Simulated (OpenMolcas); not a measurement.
**How basis sets differ on AsF3 (arsenic trifluoride)**

The species is AsF3 (4 atoms), meant as a singlet with charge 0. As SMILES, `F[As](F)F`. The coordinates come from a PBE0-D4/def2-TZVP relaxation.

```xyz
4

F    -0.4459    0.3956    1.3626
As   -0.4620   -0.4572   -0.1256
F     1.2040   -0.8659   -0.1127
F    -0.2962    0.9276   -1.1243
```

Each level gives the energy change with the As2–F4 bond stretched from 1.715 to 1.887 Å (eV). The values are calculated.

| level | kind | program | value (eV) | CPU time (all runs) |
| --- | --- | --- | --- | --- |
| HF/pcseg-0 (restricted) | Hartree–Fock | OpenMolcas | 0.34 | 4.1 s |
| HF/pcseg-1 (restricted) | Hartree–Fock | OpenMolcas | 0.30 | 6.7 s |
| HF/aug-pcseg-1 (restricted) | Hartree–Fock | OpenMolcas | 0.33 | 20 s |
| HF/pcseg-2 (restricted) | Hartree–Fock | OpenMolcas | 0.52 | 45 s |
| HF/aug-pcseg-2 (RICD fitting) (restricted) | Hartree–Fock | OpenMolcas | 0.51 | 63 s |

All-electron rows without a relativistic Hamiltonian named are non-relativistic. The first shape isn't each level's own minimum. The values span 0.30 to 0.52 eV. CPU times are rough (shared hosts, several kinds of processor): they show what a rung costs within a factor of a few.
